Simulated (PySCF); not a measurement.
Species: C5H5BrClF.
Numbering: `[CH2:1]=[C:2]([F:3])/[C:4](=[CH:5]\[Br:6])[CH2:7][Cl:8]` (hydrogens: H9, H10 on C1; H11 on C5; H12, H13 on C7)

Method used: PBE/def2-SV(P) geometry optimisation, gas phase in PySCF 2.14.0.

(1) What internal coordinates does the optimisation give?

Results:

(1) 
| bond | length (Å) | order |
| --- | --- | --- |
| C1=C2 | 1.352 | double |
| C2–F3 | 1.349 | single |
| C2–C4 | 1.469 | single |
| C4=C5 | 1.364 | double |
| C5–Br6 | 1.879 | single |
| C4–C7 | 1.510 | single |
| C7–Cl8 | 1.821 | single |
| C1–H9 | 1.099 | single |
| C1–H10 | 1.102 | single |
| C5–H11 | 1.102 | single |
| C7–H12, C7–H13 | 1.108 | single |

Bonds in one row agree within 0.01 Å and their mean is given. Orders are formal, as drawn. A selection of angles:
| angle | degrees |
| --- | --- |
| C2–C1–H9 | 121.6 |
| C2–C1–H10 | 119.3 |
| H9–C1–H10 | 119.0 |
| C1–C2–F3 | 118.4 |
| C1–C2–C4 | 126.5 |
| F3–C2–C4 | 115.1 |
| C2–C4–C5 | 126.6 |
| C2–C4–C7 | 117.6 |
| C5–C4–C7 | 115.7 |
| C4–C5–Br6 | 129.8 |
| C4–C5–H11 | 119.4 |
| Br6–C5–H11 | 110.8 |
| C4–C7–Cl8 | 113.6 |
| C4–C7–H12 | 111.3 |
| Cl8–C7–H12 | 106.1 |
| H12–C7–H13 | 108.8 |

Dihedral angles: C1–C2–C4–C5 176° (antiperiplanar); C2–C4–C5–Br6 -1° (synperiplanar); C2–C4–C7–Cl8 73° (synclinal). The mirror-image conformer, all signs reversed, is as good.

Of the pairs four or more bonds apart, F3···Br6 is among the closest relative to their van der Waals radii: 2.96 Å, 89 % of the sum of Bondi's values. The C–C distances run from 1.352 Å (C1=C2, drawn double) to 1.510 Å (C4–C7, drawn single), a spread of 0.158 Å.

Point group: C1 (no symmetry element, even within 0.4 Å). No frequency check. One conformer, not necessarily the lowest.

Time: 1.8 min wall; peak memory 0.69 GiB. Hardware: one thread, Arm Neoverse V2 (aarch64), shared host. These figures are those of the optimisation.
